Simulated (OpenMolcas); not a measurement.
# Levels of Co³⁺ by method

| Quantity | Value |
| --- | --- |
| Program | OpenMolcas 26.06 |
| Basis | ANO-RCC-VTZP [6s5p3d2f1g] |
| Scalar Hamiltonian | DKH2, point nucleus |
| Active space | 12 electrons in 8 orbitals (RAS1 3p, at most 2 holes; RAS2 3d) |
| State averaging | 2S+1 = 5 even, 5 roots; 2S+1 = 3 even, 45 roots; 2S+1 = 1 even, 44 roots |
| Spin-orbit coupling | state interaction with AMFI integrals over the reference wave functions, term energies averaged over their components |

Methods on the same reference wave functions:
A. RASSCF
B. SS-RASPT2, IPEA 0.25 Eh, imaginary shift 0.1 Eh (closed shells correlated: 3s)
C. MS-RASPT2, IPEA 0.25 Eh, imaginary shift 0.1 Eh (closed shells correlated: 3s)

Energies in cm-1 above 3d6 5D4, the measured ground level; measured values from Sugar and Corliss, J. Phys. Chem. Ref. Data 10, 1097 (1981).

```
            Level      A      B      C  Measured
          3d6 5D4    0.0    0.0    0.0       0.0
          3d6 5D3    659    662    661       639
          3d6 5D2   1115   1117   1117      1078
          3d6 5D1   1406   1407   1408          
          3d6 5D0   1549   1549   1550      1494
       3d6 3P2(1)  24553  23360  23300     22883
       3d6 3P1(1)  26498  25310  25230     24729
       3d6 3P0(1)  27248  26090  26000     25449
          3d6 3H6  27668  23720  23720     23680
3d6 3F4(1) [70 %]  27831  25700  25700          
          3d6 3H5  27972  24040  24040     24032
   3d6 3H4 [73 %]  28339  24250  24260          
       3d6 3F3(1)  28370  26080  26050     25736
       3d6 3F2(1)  28624  26360  26300     25969
          3d6 3G5  32916  29280  29280     29022
          3d6 3G4  33467  29880  29870     29592
          3d6 3G3  33717  30130  30120     29868
       3d6 1G4(1)  39345  37400  37360     36683
          3d6 3D1  40188  36990  36990     36382
          3d6 3D2  40206  37000  37000     36348
          3d6 3D3  40415  37210  37210     36554
          3d6 1I6  41608  36180  36180     35943
          3d6 1S0  41980  42230  42210     41442
          3d6 1D2  47783  43980  43980     42342
```

Deviations, from unrounded energies. A percentage is the sum of absolute deviations over the sum of measured energies, with the sign that they share, or ± where signs differ.

```json
{"Against measurement": "mean absolute deviation (cm-1)", "Levels": "20", "A": "2800", "B": "430", "C": "420"}
{"Against measurement": "fine structure of the ground term (%)", "Levels": "3", "A": "+3.5", "B": "+3.6", "C": "+3.7"}
{"Against measurement": "other terms of the ground configuration (%)", "Levels": "17", "A": "+10.6", "B": "+1.6", "C": "+1.6"}
```

B, C lie about equally close to measurement and A furthest from it. The largest miss of C in the table is 3d6 1D2, by +1600 cm-1. The ranking rests on the paired levels alone, and a cruder setting can come out closer through cancelling errors.

Between B and C the level of the table that moves most is 3d6 3P1(1), by 82 cm-1 (lowest in C, highest in B). Moves below CASPT2's spread within the term are not significant.

The mean deviations of B to C differ by less than CASPT2's widest spread within a term (1100 cm-1), so their order carries little weight.

From A to B the spin-free energies of the other terms of 3d6 shown, above 5D, scale by factors of 0.86 to 1.01.

The lowest spin-free term lies below A's lowest term by 0.389 hartree in B, 0.389 hartree in C.

CASPT2 breaks the degeneracy within a term, and the mean is taken; among the terms shown or strongly mixed into the levels shown the widest spread is 1100 cm-1 (3d6 1I, C). Active for correlation alone: 3p; no level in the range computed is led by a configuration that opens it, so any true level of that kind is missing. The CASPT2 spread within a term exceeds the gap to the next term for 3d6 3D and 3d6 1G(1), so the order of their levels is uncertain (figures for B; the like holds for C). Without dynamic correlation excited terms often stand tens of per cent too high (terms of higher spin than the ground term too low), and those without a measured partner can miss by more than the paired ones (holds for A). Computed and measured levels are paired by configuration, term and J; levels that our copy of the source lacks, or whose pairing is in doubt (as where it misses far off the trend of its configuration), stay unpaired and out of the deviations. Only configurations of the active space appear. Levels that lie high or do not pair safely by name in every column are left out.

A share in square brackets marks a mixed level and gives the weight of the term that names it, the lowest over the columns. A number in round brackets counts repeated terms of one configuration in the order of the reference energies.
